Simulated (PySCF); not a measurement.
# Frontier orbitals and the lowest excitations

Species: C5H11NO2Si.
Z-matrix (Å and degrees, PBE0-D3(BJ)/def2-SVP geometry), rows numbered from 1:
```
C 
C   1  1.5027
O   2  1.2129  1  122.19
Si  2  1.9459  1  119.66  3  -177.59
C   4  1.9363  2  107.67  1    97.39
O   5  1.2215  4  116.19  2  -108.30
N   5  1.3614  4  120.54  2    71.22
C   7  1.4431  5  119.09  4   176.56
C   7  1.4401  5  123.77  4    -0.84
H   1  1.1021  2  110.11  3  -122.93
H   1  1.1032  2  109.37  3   120.48
H   1  1.0991  2  110.36  3    -0.85
H   4  1.4940  2  106.93  1  -139.49
H   4  1.4885  2  111.81  1   -18.23
H   8  1.1032  7  110.90  5   119.85
H   8  1.0968  7  108.16  5     0.01
H   8  1.1033  7  110.73  5  -119.97
H   9  1.1021  7  109.74  5  -134.70
H   9  1.1047  7  111.94  5   105.44
H   9  1.0989  7  111.43  5   -17.23
```

Theory: TDDFT CAM-B3LYP/def2-SVPD, vertical, gas phase, core orbitals frozen in the response (PySCF 2.14.0, density-fitted response routines).

Frontier orbitals with the atoms that hold most of them (Löwdin shares over 4%, at most four atoms; ? is withheld):

```
orbital  ε (eV)                             atoms
 LUMO+2    1.05      Si4 19%, C1 9%, C8 9%, C9 9%
 LUMO+1    0.70    Si4 23%, C5 20%, O6 16%, N7 8%
   LUMO       ?                                 ?
   HOMO   -8.26   O6 28%, O3 24%, Si4 12%, C2 11%
 HOMO-1   -8.57                                 ?
 HOMO-2   -8.89    O6 30%, O3 27%, Si4 11%, C2 8%
 HOMO-3  -11.30  Si4 36%, H14 23%, H13 19%, C5 4%
```

Q: Which atoms hold the LUMO, and with what shares?

A: C2 (bonded to C, O and Si) 34%; O3 (bonded to C) 28%; Si4 (bonded to 2 C and 2 H) 12%; C1 (bonded to C and 3 H) 7%. By element: carbon 41% or more, oxygen 28% or more, silicon 12%.

Q: Give the leading atoms of the HOMO-1.

A: N7 (bonded to 3 C) 40%; O6 (bonded to C) 26%; C5 (bonded to N, O and Si) 8%; C9 (bonded to N and 3 H) 7%. By element: nitrogen 40%, oxygen 26% or more, carbon 14% or more.

Q: What is the LUMO energy, and the HOMO–LUMO gap?

A: ε(LUMO) = -0.33 eV; the gap is 7.92 eV (0.2912 hartree).

Q: The HOMO–LUMO gap is 7.92 eV. Where does the response calculation put the lowest singlet, and from which orbitals?

A: S1 is at 3.53 eV (f = 0.0040), 4.39 eV below the gap, made of HOMO→LUMO (62%), HOMO-2→LUMO (31%). 

Next come S2 at 4.76 eV (f 0.012), HOMO→LUMO+1 (34%), HOMO-2→LUMO (22%), HOMO-2→LUMO+1 (18%); S3 at 5.68 eV (f 0.058), HOMO-1→LUMO (59%), HOMO-2→LUMO (15%), HOMO→LUMO (12%); S4 at 5.77 eV (f 0.016), HOMO-1→LUMO (35%), HOMO→LUMO+1 (26%), HOMO-2→LUMO (26%); S5 at 6.28 eV (f 0.092), HOMO-1→LUMO+1 (59%), HOMO→LUMO+1 (18%), HOMO-2→LUMO+1 (10%).

One conformer stands for the species.
